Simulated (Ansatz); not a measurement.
Species: [Hf(Cl)3(F)] (charge 0, multiplicity 1).

Question: Give a relaxed geometry from r2SCAN-D4/def2-SVP (Ansatz, an electronic-structure program).

Answer: the end point of this relaxation.
Z-matrix (Å, degrees):
```
Hf
F 1 1.8928
Cl 1 2.3385 2 108.57
Cl 1 2.3385 2 108.57 3 -119.96
Cl 1 2.3387 2 108.58 3 120.02
```
